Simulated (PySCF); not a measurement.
A structure optimised at PBE-D3(BJ)/def2-TZVP, used in a PySCF frequency run:

```
Mg
Cl 1 2.1856
I 1 2.5393 2 180.00
```

Task: Write its SMILES, formula and point group.

Result: [Cl][Mg][I], ClIMg, C∞v

Task: What are its rotational constants (standard atomic weights)?

Result: 0.75810 GHz (linear rotor, B only)
